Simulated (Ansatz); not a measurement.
Stretching the Al1–Br4 bond in AlBrH2 (SMILES [AlH2][Br]) (multiplicity 1 held, fragments rigid). Energies count from the point at 2.267 Å.
Geometry at that point (charge 0, multiplicity 1):
| atom | x (Å) | y (Å) | z (Å) |
|---|---|---|---|
| Al | -0.8354 | -1.2987 | 0.2064 |
| H | -0.3244 | -2.3295 | 1.2738 |
| H | -2.1257 | -1.4794 | -0.6685 |
| Br | 0.3803 | 0.5912 | -0.0940 |

Unrestricted levels (U-) break spin symmetry where that is lower. Active spaces are followed from a long bond inwards. Levels need not reach the same state.

Correlated levels freeze the cores. Filled d and f shells under p-block atoms count as core.

Run with Ansatz (a quantum-chemistry and plane-wave program). Each number belongs to the level named beside it.

Question: What energy at R = 7.255 Å does FIC-MRCISD on CASSCF(6,4)/def2-SVP give?

Answer: 424 kJ/mol

Question: Give the energy at R = 7.255 Å at the level FIC-MRCISD+Q on CASSCF(6,4)/def2-SVP.

Answer: 428 kJ/mol

Question: Predict the energy at R = 7.255 Å from U-SCS-MP2/def2-SVP.

Answer: 433 kJ/mol

Doubts at one or more of the structures used: a spin-contaminated determinant (U-SCS-MP2/def2-SVP); active orbitals that take no part (FIC-MRCISD on CASSCF(6,4)/def2-SVP, FIC-MRCISD+Q on CASSCF(6,4)/def2-SVP).
